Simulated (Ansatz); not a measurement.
Reaction (atomization): `[SiH3][O][Sn][Cl]` → Cl• + 3 H• + O• + Si• + Sn•

Program: Ansatz. Geometries: PBE0-D4/def2-TZVP. ΔE: electronic, gas phase. CCSD(T)/CBS adds triple-zeta CCSD(T) − MP2 to the extrapolated MP2 energy (def2 sets, frozen cores). This one scheme is used for every species, atoms too. Functionals use def2-TZVPP. B3LYP here is the variant with VWN-RPA as its local correlation; programs differ in this. No spin–orbit coupling; open shells (•) take unrestricted orbitals. Spin–orbit coupling would lower the free atoms: a little for Cl, O, Si; strongly for Sn. Elements past krypton have def2 core potentials. For Sn outer-core shells are correlated without core-valence functions, so the limit isn't a true one: a few kJ/mol of doubt a bond, and 10 to 20 or more in all where bonds break to atoms. Each species was taken in one conformer, which may not be the lowest.

`[SiH3][O][Sn][Cl]`:

```xyz
7

Si   -0.632    0.564    0.469
O     0.993    0.417    0.287
Sn    2.306   -0.705   -0.646
Cl    0.744   -2.145   -1.716
H    -1.219   -0.671    1.054
H    -0.899    1.702    1.388
H    -1.293    0.837   -0.836
```

Question: What is ΔE at CCSD(T)/CBS? (Best estimate.)

Answer: Ansatz gave: +2250.6 kJ/mol.

Question: What do these levels give: LDA (SPW92), r2SCANh-D4, CAM-B3LYP-D4, BLYP, B3LYP, HF/def2-TZVPP? (An estimate is asked.)

Answer: The calculation gave: LDA (SPW92) 2519.9, r2SCANh-D4 2207.2, CAM-B3LYP-D4 2227.2, BLYP 2183.1, B3LYP 2186.7, HF/def2-TZVPP 1590.1 kJ/mol.

Largest T1 diagnostic among the species: 0.015.

Leaving LDA and LC-ωPBE aside and taking each functional with its dispersion term where it has one, the values, not all of them listed here, spread over 99.9 kJ/mol, from BHLYP-D4 to B97M-V. LDA lies +306.0 kJ/mol from PBE without D4, its usual overbinding. From BLYP to BHLYP (50 % exact exchange), in def2-TZVPP and without D4, ΔE moves by −56.2 kJ/mol: exact exchange takes away binding that semilocal exchange gives to molecules.

For atomizations the MP2-based limit and the directly extrapolated one differ by several kJ/mol either way, and by 10 to 25 for some Ge, Se and Sn compounds, so smaller differences from it don't rank the levels.
